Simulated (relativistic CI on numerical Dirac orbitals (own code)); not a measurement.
# Tm2+: 3d photoemission

Computed with this model: Dirac-Coulomb-Breit CI, KLI orbitals optimised for each configuration, model QED, valence Slater integrals scaled by 0.7, multiplet model of photoemission in the sudden approximation; configurations [Xe] 4f13 → [Ar] 3d9 4s2 4p6 4d10 4f13 5s2 5p6; 80 K; Lorentzian 1.26 eV and Gaussian 0.7 eV FWHM. Energies are those of the free ion, without screening or charge transfer. The energies are binding energies and can lie tens of eV above those of solids. S is read from ⟨S²⟩ = S(S + 1).

Computed curve for free ion, scaled to 100 at the maximum (points under 2 are left out and the grid is thinned):

Energy (eV), Intensity and a bar:
```
   1476.4        2.0 
   1476.8        2.3 
   1477.2        2.6 
   1477.8        3.3 
   1478.2        3.9 #
   1478.6        4.7 #
   1479.0        5.8 #
   1479.4        7.3 ##
   1480.0       11.1 ###
   1480.4       15.8 ####
   1480.8       24.1 #######
   1481.2       39.9 ############
   1481.6       67.1 ####################
   1482.2      100.0 ##############################
   1482.6       88.2 ##########################
   1483.0       71.7 #####################
   1483.4       70.9 #####################
   1483.8       78.4 #######################
   1484.4       73.5 ######################
   1484.8       61.1 ##################
   1485.2       50.1 ###############
   1485.6       43.3 #############
   1486.0       41.0 ############
   1486.6       32.1 #########
   1487.0       21.5 ######
   1487.4       13.8 ####
   1487.8        9.3 ##
   1488.2        6.8 #
   1488.8        4.7 #
   1489.2        3.9 #
   1489.6        3.2 
   1490.0        2.8 
   1490.6        2.2 
   1522.6        2.0 
   1523.0        2.3 
   1523.4        2.7 
   1523.8        3.3 
   1524.4        4.4 #
   1524.8        5.6 #
   1525.2        7.4 ##
   1525.6       10.3 ###
   1526.0       15.4 ####
   1526.6       31.6 #########
   1527.0       49.2 ##############
   1527.4       64.3 ###################
   1527.8       72.2 #####################
   1528.2       75.2 ######################
   1528.8       80.5 ########################
   1529.2       74.8 ######################
   1529.6       54.8 ################
   1530.0       34.1 ##########
   1530.4       20.8 ######
   1531.0       11.1 ###
   1531.4        7.9 ##
   1531.8        6.0 #
   1532.2        4.7 #
   1532.6        3.8 #
   1533.2        2.8 
   1533.6        2.4 
   1534.0        2.1
```

The ground state has S = 0.50, and the centroid lies at 1501.46 eV.
